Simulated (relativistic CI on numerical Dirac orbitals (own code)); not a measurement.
What each ingredient does to the levels of La³¹⁺

Base calculation: Dirac-Coulomb-Breit CI, KLI orbitals optimised for each configuration, model QED, unscaled Slater integrals.

Configuration list (outside the closed core [Ne]): 3s2 3p6 3d8, 3s2 3p5 3d9, 3s2 3p4 3d10, 3s 3p6 3d9, 3p6 3d10, 3s 3p5 3d10, 3s2 3p6 3d7 4s, 3s2 3p6 3d7 4p, 3s2 3p6 3d7 4d, 3s2 3p4 3d9 4s, 3s2 3p5 3d8 4s, 3s2 3p4 3d9 4p, 3s2 3p6 3d7 4f, 3s2 3p5 3d8 4p, 3s2 3p4 3d9 4d, 3s 3p5 3d9 4s, 3s2 3p6 3d6 4s2, 3s 3p5 3d9 4p, 3s2 3p6 3d6 4s 4p, 3s2 3p5 3d8 4d, 3s 3p6 3d8 4s, 3s2 3p6 3d7 5s, 3s2 3p6 3d6 4p2, 3s 3p5 3d9 4d, 3p6 3d9 4s, 3s2 3p6 3d7 5p, 3s2 3p6 3d6 4s 4d, 3s 3p6 3d8 4p, 3s2 3p5 3d8 4f, 3s2 3p6 3d7 5d, 3p6 3d9 4p, 3s2 3p6 3d6 4p 4d, 3s2 3p5 3d7 4s2, 3s2 3p6 3d7 5f, 3s2 3p6 3d7 5g, 3p6 3d9 4d. Levels of other configurations are missing.

Variants: (1) Breit term removed; (2) configuration mixing switched off. Shifts of the energy above 3s2 3p6 3d8 3F_4, in eV, for the lowest level and the first level of each name with at least 55 % of one term (blank where a level changes its place among those of its configuration and J or its character, or is not in the variant):

| Level | Base | Δ(1) | Δ(2) |
| --- | --- | --- | --- |
| 3s2 3p6 3d8 3F_4 | 0.000 | 0.000 | 0.000 |
| 3s2 3p6 3d8 3F_3 | 16.913 | +0.385 | -0.008 |
| 3s2 3p6 3d8 3P_0 | 18.202 | -0.438 | +0.966 |
| 3s2 3p6 3d8 3P_1 | 26.912 | +0.071 | +0.417 |
| 3s2 3p6 3d8 1G_4 | 28.252 | +0.610 | +0.036 |
| 3s2 3p6 3d8 1S_0 | 56.992 | +0.443 | +1.532 |
| 3s2 3p5 3d9 3F°_4 | 267.928 | +1.122 | -0.352 |
| 3s2 3p5 3d9 1D°_2 | 273.989 | +1.021 | +0.176 |
| 3s2 3p5 3d9 3D°_3 | 283.797 | +1.206 | +0.325 |
| 3s2 3p5 3d9 3P°_1 | 292.195 | +0.961 | +1.158 |
| 3s2 3p5 3d9 3D°_2 | 296.426 | +1.502 | +0.365 |
| 3s2 3p5 3d9 3P°_0 | 300.512 | +1.306 | +0.560 |
| 3s2 3p5 3d9 3D°_1 | 303.545 | +1.397 | +1.024 |
| 3s2 3p5 3d9 3F°_2 | 373.277 | +2.684 | -0.110 |
| 3s2 3p5 3d9 1F°_3 | 375.368 | +2.227 | +0.418 |
| 3s 3p6 3d9 3D_3 | 517.699 | +0.948 | +0.852 |
| 3s 3p6 3d9 3D_1 | 536.174 | +1.355 | +0.853 |
| 3s2 3p4 3d10 3P_2 | 565.654 | +2.030 | -6.233 |
| 3s2 3p4 3d10 1S_0 | 572.237 | +1.988 | +0.963 |
| 3s2 3p4 3d10 3P_1 | 641.967 | +3.206 | +0.780 |
| 3s2 3p4 3d10 1D_2 | 654.089 | +3.263 | -4.011 |
| 3s2 3p4 3d10 3P_0 | 737.702 | +4.260 | +1.812 |

At this charge energies of transitions that change n are usually good to better than 1 %, and those within a shell (Δn = 0) to a few per cent. Terms inside the open d or f shell come out 10 to 20 % too wide with unscaled integrals.

Ionisation energy from the two ground configurations alone: base 1973.99 eV; Breit term removed 1974.86 eV. The NIST ASD value (theoretical) is 1974 eV.

LS names give the leading component of a level, which can be under half, so a name can repeat, a term be missing and a line seem to break the LS rules.
